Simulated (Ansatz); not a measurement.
Reactions of C5H7N (`Cc1ccc[nH]1`).

Gas-phase electronic energies from Ansatz, PBE0-D4/def2-TZVP geometries. CCSD(T)/CBS is the MP2 limit (def2-TZVPP, def2-QZVPP) plus CCSD(T) − MP2 in def2-TZVPP, frozen cores. This one scheme is used for every species. Functionals use def2-TZVPP. Elements past krypton have def2 core potentials. For Y outer-core shells are correlated without core-valence functions, which leaves a few kJ/mol of doubt a bond. Each species was taken in one conformer, which may not be the lowest.

| reaction | B2PLYP (kJ/mol) | CCSD(T)/CBS(def2) (kJ/mol) |
| --- | --- | --- |
| `Cc1ccc[nH]1` + `OC#C[SiH3]` → `COC#C[SiH3]` + `c1cc[nH]c1` | 46 | 52 |
| `Cc1ccc[nH]1` + H₂ → `c1cc[nH]c1` + CH₄ | -61 | -55 |
| `Cc1ccc[nH]1` + `C#N` → `N#Cc1ccc[nH]1` + CH₄ | -49 | -37 |
| `Cc1ccc[nH]1` + `[OH][Y]([OH])[OH]` → `C[O][Y]([OH])[OH]` + `c1cc[nH]c1` | 61 | 68 |

Largest T1 diagnostic: 0.014, for `[OH][Y]([OH])[OH]`.
